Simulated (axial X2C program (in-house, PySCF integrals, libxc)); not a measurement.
SBr⁻: properties at the nuclei

Calculated with an in-house all-electron X2C program for linear molecules (integrals from PySCF): two-component X2C with atomic mean-field Coulomb and Gaunt terms, Gaussian nuclei, basis Br dyall-acv3z, S dyall-av3z with contracted cores.

R = 2.246 Å (near the PBE0 minimum at charge -1 of the determinant lowest at the starting distance; the state shown can have its own minimum elsewhere).

Input and command:
```json
{"zs": [35, 16], "q": -1, "bas": ["dyall-acv3z", "dyall-av3z"], "r0": 2.17, "levels": ["PBE0", "HF", "LDA", "B3LYP", "PBE50"], "nst": 3}
```
```bash
python soeom.py task.json out
```

Keys: zs atomic numbers; q charge; bas basis sets; r0 starting distance in Å; levels methods; nst determinants followed.

Determinant lowest in the PBE0 search, Ω = 0 (closed shell), highest spinor 73% S p, 14% Br p, 8% Br d:

| level | qzz Br (a.u.) | qzz S (a.u.) |
| --- | --- | --- |
| PBE0 | 7.16 | 4.72 |
| HF | 6.68 | 5.15 |
| LDA | 7.31 | 4.62 |
| B3LYP | 7.14 | 4.80 |
| PBE50 | 7.10 | 4.88 |

Determinant 1.65 eV from it at PBE0 and this distance, Ω = 2 (⟨Sz⟩ = 1.00, ⟨Lz⟩ = 1.00 at PBE0), spin on the atoms Br 0.26, S 0.74:

```tsv
level	Eeff magnitude (GV/cm)	Ws magnitude Br (kHz)	A∥/gI Br (MHz)	qzz Br (a.u.)	A∥/gI S (MHz)	qzz S (a.u.)
PBE0	3.25	0.797	420	3.33	288	0.79
HF	3.94	0.971	415	3.46	340	0.60
LDA	2.81	0.684	439	3.20	272	0.95
B3LYP	3.11	0.762	428	3.32	294	0.84
PBE50	3.57	0.876	421	3.36	310	0.64
```

Eeff is the effective electric field on the electron electric dipole moment in this Ω state and Ws the scalar–pseudoscalar constant of the nucleus named (defined with the proton number Z and per Ω); A∥ (defined per Ω) follows by multiplying with gI = μI/(I μN); qzz is the electric field gradient, eQq0 = 234.96 MHz × Q/barn × qzz. The operators were transformed with the bare-nucleus X2C matrices; with these basis sets, hyperfine constants and field gradients can be off by tens of per cent, and where levels differ in sign neither size nor sign is settled.

Question: With Q(79Br) = 0.3087 barn, Q(33S) = -0.0694 barn (Q from Pyykkö, Mol. Phys. 2018), turn the PBE0 values of the first state into constants in MHz.

Answer: eQq0(79Br) = 234.96 × (0.3087) × (7.16) = 519 MHz; eQq0(33S) = 234.96 × (-0.0694) × (4.72) = -77 MHz.

Each state is one determinant with collinear spin, which with several unpaired electrons need not be a pure state. Unrestricted Hartree–Fock can overshoot spin polarisation at the nuclei. For an anion, determinants above electron detachment, or with a positive highest level, are held by the basis set. With several open shells hyperfine constants can be off by a factor of several. Open-shell Ω = 0 determinants with evenly filled partner blocks cannot be reached by this program, so the Ω shown need not be the lowest component. The search compared states at one distance, so a state with another bond length can lie lower. Further determinants of the search, some of them spin-mixed, are not shown. PBE0 term energies can be off by some tenths of an eV.
